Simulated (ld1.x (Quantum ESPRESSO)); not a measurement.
**Transferability test, PAW potential for chromium (Cr)**

```json
{"Element": "Cr (Z = 24)", "Generator": "ld1.x (Quantum ESPRESSO) 7.5", "Type": "PAW", "Functional": "LDA (PZ)", "Relativity": "non-relativistic", "Frozen core": "[Ar]", "Valence charge": "6", "Reference configuration": "3d5 4s0 4p0 (charge +1)", "Partial waves": "4s (bound, empty): rcut 1.85, rcutus 2.50 bohr; 4s channel at -0.25 Ry: rcut 1.85, rcutus 2.50 bohr; 4p (bound, empty): rcut 1.95, rcutus 2.30 bohr; 4p channel at 3.95 Ry: rcut 1.95, rcutus 2.30 bohr; 3d (bound): rcut 1.45, rcutus 1.80 bohr; 3d channel at 0.1 Ry: rcut 1.45, rcutus 1.80 bohr; 4f channel at -0.15 Ry: rcut 2.10, rcutus 2.80 bohr; 4f channel at 1.25 Ry: rcut 2.10, rcutus 2.80 bohr", "Local potential": "all-electron potential smoothed inside 2.45 bohr (lloc = -1)", "Core correction": "a·sin(br)/r model core inside 1.00 bohr", "Augmentation charge": "PSQ, inside the norm-conserving radii"}
```

Energies are relative to the spin-unpolarised reference configuration 3d5 4s0 4p0; without spin polarisation the order of configurations can differ from experiment. Spin-polarised rows fill each open shell by Hund’s rule, majority spin first.

```csv
valence configuration,charge,ΔE all-electron (eV),error AE − PS (meV)
3d5 4s1 4p0,0,-7.015,-5.6
3d4 4s0 4p0,+2,16.443,-148
3d4 4s1 4p1,0,-3.270,-126
3d6 4s0 4p0,0,-5.438,-12
3d5 4s0 4p1,0,-3.907,-1.7
3d5 4s0 4p0 (spin-polarised),+1,-4.474,-14
3d5 4s1 4p0 (spin-polarised),0,-11.939,-8.2
```

What are ΔE and the potential's error for 3d4 4s1 4p0?

ΔE = 1.368 eV all-electron; the error (AE − PS) is -124 meV.

What are ΔE and the potential's error for 3d3 4s0 4p0?

ΔE = 47.652 eV all-electron; the error (AE − PS) is -1108 meV.

Levels in the configuration 3d3 4s0 4p0:

| level | all-electron (eV) | pseudo (eV) |
| --- | --- | --- |
| 3d | -39.612 | -41.280 |
